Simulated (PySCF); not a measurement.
Stepwise substitution at one centre (B Br-SH). Gas-phase values, no solvent. One relaxed conformer stands for each flexible species; it need not be the lowest. Strings in code marks are SMILES.

The HOMO from two functionals at the same geometries (r2SCAN-D4/def2-TZVP), both in PySCF: PBE-D3(BJ)/def2-TZVP and r2SCAN-D4/def2-TZVP. 

```json
[
 {"species": "0 of 3 Br replaced by SH (`B(Br)(Br)Br`)", "PBE-D3(BJ)/def2-TZVP (eV)": "-7.02", "r2SCAN-D4/def2-TZVP (eV)": "-7.36"},
 {"species": "1 of 3 Br replaced by SH (`SB(Br)Br` (H–S–B–Br torsion 0°))", "PBE-D3(BJ)/def2-TZVP (eV)": "-7.07", "r2SCAN-D4/def2-TZVP (eV)": "-7.38"},
 {"species": "2 of 3 Br replaced by SH (`SB(S)Br` (H–S–B–Br torsion -180°, Br–B–S–H torsion 180°))", "PBE-D3(BJ)/def2-TZVP (eV)": "-6.68", "r2SCAN-D4/def2-TZVP (eV)": "-6.98"},
 {"species": "3 of 3 Br replaced by SH (`SB(S)S`)", "PBE-D3(BJ)/def2-TZVP (eV)": "-6.41", "r2SCAN-D4/def2-TZVP (eV)": "-6.70"}
]
```

Over these rows, drawn at random from the members with no instability flagged (it was tested for open shells, ions and some series alone), PBE minus r2SCAN-D4: mean +0.31 eV, from +0.29 eV to +0.34 eV.
